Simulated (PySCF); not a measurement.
SiHFBr₂, SMILES F[SiH](Br)Br.

Geometry: TPSSh-D3(BJ)/def2-SVP. This is a generated structure with no PubChem entry under its InChIKey; it may be hypothetical.

The numbers are results of M06-2X/def2-TZVP run with PySCF, not measurements.

Symmetry labels are those of the subgroup Cs that the program uses (full group Cs).

Computed valence orbital energies around the gap with their symmetry:
| orbital | symmetry | energy (eV) |
|---|---|---|
| HOMO−7 | A" | -15.34 |
| HOMO−6 | A' | -14.88 |
| HOMO−5 | A' | -12.39 |
| HOMO−4 | A" | -12.12 |
| HOMO−3 | A' | -10.84 |
| HOMO−2 | A' | -10.40 |
| HOMO−1 | A" | -10.35 |
| HOMO | A" | -10.05 |
| LUMO | A' | 0.22 |
| LUMO+1 | A' | 0.82 |
| LUMO+2 | A" | 1.16 |
| LUMO+3 | A' | 2.41 |
